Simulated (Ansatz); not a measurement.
Molecule: C2H6FSi (charge -1, singlet). It need not be the lowest isomer of its formula. Whether it binds its extra electron was not tested at this geometry. 
Geometry from a B3LYP-D3(BJ)/def2-TZVP (Ansatz, a quantum-chemistry and plane-wave program) optimisation:
```
Si
F 1 1.7116
C 1 1.9593 2 96.87
H 3 1.0958 1 111.52 2 -73.88
H 3 1.0979 4 107.14 1 120.59
H 3 1.0996 4 108.00 5 116.24
C 1 1.9593 2 96.87 3 96.46
H 7 1.0958 1 111.52 2 73.88
H 7 1.0979 8 107.14 1 -120.59
H 7 1.0996 8 108.00 9 -116.24
```
Charge -1, spin multiplicity 1.

Basis-set convergence of Hartree-Fock and CCSD(T) correlation energies (hartree) with Ansatz. Correlated levels leave the core frozen unless marked. No spin-orbit coupling. Non-relativistic. This anion needs diffuse functions, which these sets lack.

```tsv
basis	functions	E(HF)	E(corr, CCSD(T))	rough core time
cc-pV(D+d)Z	95	-467.64233	-0.64867	under 20 s
cc-pV(T+d)Z	213	[?]	[?]	80 s
```

Problem. Some entries are withheld; supply them.

Solution. 
- cc-pV(T+d)Z, E(HF): -467.72136
- cc-pV(T+d)Z, E(corr, CCSD(T)): -0.81413
